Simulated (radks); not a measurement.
The numbers below are computed, except where a source is named.
Problem. Be II, configuration [He] 2s0.75 3s0.25 (fractional occupations, a model configuration). Level of theory: scalar-relativistic Kohn-Sham, LDA (Slater exchange, Perdew-Wang correlation), spin-unpolarised, spherical densities, point nucleus; without spin polarisation the odd electron is poorly described (a radial shooting solver on a logarithmic mesh with Libxc functionals). Some entries of the table are withheld. Estimate them.

orbital  occ.  eigenvalue (hartree)  r(max) (bohr)
1s          2                   (1)            (2)
2s       0.75                   (3)            (4)
3s       0.25                   (5)            (6)

Solution. 
(1) 1s eigenvalue (hartree): -4.35209
(2) 1s r(max) (bohr): 0.2682
(3) 2s eigenvalue (hartree): -0.53747
(4) 2s r(max) (bohr): 1.861
(5) 3s eigenvalue (hartree): -0.16807
(6) 3s r(max) (bohr): 5.728
